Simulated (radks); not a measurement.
Neutral gallium inside a hard spherical wall (all orbitals vanish at R), configuration held at [Ar] 3d10 4s2 4p1 and not refilled when levels cross. Method: scalar-relativistic Kohn-Sham, LDA (Slater exchange, Perdew-Wang correlation), spin-unpolarised, spherical densities, finite nucleus; Fermi nuclear charge, rms radius 3.9973 fm; computed with a radial shooting solver on a logarithmic mesh with Libxc functionals. Eigenvalues in eV, with the zero of energy where the potential of the charges vanishes at infinity; a dash marks a level that is unbound or too diffuse for the functional's potential to be trusted. A positive occupied level is held by the wall or, in an anion where self-interaction has pushed it up, behind a barrier. The pressure on the wall is -dE/dV.

\begin{tabular}{lrrrrrrrrr}
R (bohr) & E (hartree) & kinetic (hartree) & e(3p) & e(3d) & e(4s) & e(4p) & e(5s, empty) & e(5p, empty) & pressure (GPa) \\ \hline
free & -1941.11141 & 1973.317 & -98.659 & -19.407 & -9.170 & -2.733 & -0.379 & - & 0 \\
15 & -1941.11141 & 1973.317 & -98.657 & -19.405 & -9.168 & -2.731 & -0.249 & 0.775 & < 0.0001 \\
12 & -1941.11128 & 1973.318 & -98.638 & -19.386 & -9.153 & -2.715 & 0.044 & 1.500 & 0.00195 \\
10 & -1941.11062 & 1973.323 & -98.573 & -19.321 & -9.100 & -2.655 & 0.625 & 2.645 & 0.0163 \\
8 & -1941.10670 & 1973.346 & -98.330 & -19.080 & -8.911 & -2.408 & 2.241 & 5.298 & 0.157 \\
7 & -1941.09942 & 1973.384 & -98.021 & -18.775 & -8.671 & -2.062 & 4.079 & 7.968 & 0.550 \\
6 & -1941.07896 & 1973.483 & -97.395 & -18.158 & -8.170 & -1.306 & 7.593 & 12.656 & 2.19 \\
2.5 & -1938.19425 & 1983.221 & -77.206 & 1.705 & 22.271 & 37.471 & 134.19 & 150.59 & 1920 \\
2 & -1933.49732 & 1997.900 & -59.827 & 20.002 & 61.523 & 82.006 & 255.73 & 274.19 & 9400 \\
1.5 & -1916.08523 & 2049.819 & -15.868 & 68.736 & 185.95 & 212.77 & 572.25 & 585.08 & 70300 \\
\end{tabular}
